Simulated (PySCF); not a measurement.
2,2-difluoro-1-silylethanone (C2H4F2OSi), SMILES O=C([SiH3])C(F)F. Atoms are numbered in the order given.

```xyz
10

O     -1.9011     0.4956     0.0000
C     -0.7125     0.2339     0.0000
Si     0.6400     1.6522     0.0000
C     -0.2188    -1.2262     0.0000
F      0.5601    -1.4036    -1.1078
F      0.5601    -1.4036     1.1078
H      0.3808     2.4752     1.2279
H      2.0472     1.1341     0.0000
H      0.3808     2.4752    -1.2279
H     -1.0550    -1.9616     0.0000
```
Charge 0, spin multiplicity 1.

Coordinates come from a PBE-D3(BJ)/def2-SVP optimisation. One conformer was computed; it need not be the lowest.

Two levels are set side by side: PBE/pcSseg-1 (PySCF) and B3LYP/pcSseg-1 (PySCF). GIAO shifts against CFCl3 (¹⁹F), H2O (¹⁷O), TMS (²⁹Si), TMS (¹H), TMS (¹³C) at the same level; non-relativistic, no solvent, atoms listed together averaged. Differences are taken from unrounded values.

| quantity | PBE |
|---|---|
| δ(¹⁷O) of O1 (ppm) | 835.9 |
| δ(¹³C) of C2 (ppm) | 237.2 |
| δ(²⁹Si) of Si3 (ppm) | -90.9 |
| δ(¹³C) of C4 (ppm) | 123.9 |
| δ(¹⁹F) of F5, F6 (ppm) | -152.6 |
| δ(¹H) of H10 (ppm) | 5.70 |

Question: These are the PBE values. What does B3LYP give? (An estimate is asked for; the answer gives what the named calculation found.)

Answer: 
```tsv
quantity	B3LYP	PBE minus B3LYP
δ(¹⁷O) of O1 (ppm)	853.2	-17.2
δ(¹³C) of C2 (ppm)	239.5	-2.4
δ(²⁹Si) of Si3 (ppm)	-85.8	-5.2
δ(¹³C) of C4 (ppm)	122.0	1.9
δ(¹⁹F) of F5, F6 (ppm)	-141.0	-11.6
δ(¹H) of H10 (ppm)	5.69	0.01
```

Rough cost on one machine, each run with all the roots and properties that it gave: B3LYP against PBE within a factor of 2.
